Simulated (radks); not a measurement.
Results of a calculation; reference values are marked as such.
Charge is removed step by step from the 3s level of Ar, starting from [Ar]. Level of theory: non-relativistic Kohn-Sham, TPSS, spin-unpolarised, spherical densities, point nucleus; meta-GGA in the generalised Kohn-Sham scheme (a radial shooting solver on a logarithmic mesh with Libxc functionals).

removed (e)  E - E(0) (eV)  eigenvalue (eV)  E minus straight line (eV)
0                    0.000          -24.530                       0.000
0.1                  2.514          -25.757                      -0.575
0.2                  5.152          -27.001                      -1.027
0.3                  7.915          -28.262                      -1.353
0.4                 10.805          -29.538                      -1.552
0.5                 13.823          -30.830                      -1.623
0.6                 16.971          -32.137                      -1.564
0.7                 20.251          -33.458                      -1.374
0.8                 23.663          -34.793                      -1.050
0.9                 27.210          -36.142                      -0.593
1                   30.892          -37.503                       0.000

Removing the whole electron costs 30.892 eV by Delta-SCF, against 24.530 eV from minus the eigenvalue at the starting occupation. Slater's transition state (half an electron removed) gives 30.830 eV. Integrating minus the eigenvalue over the occupation (Janak's theorem) gives 30.892 eV. The mean slope of the eigenvalue, de/dn, is 13.0 eV per electron.
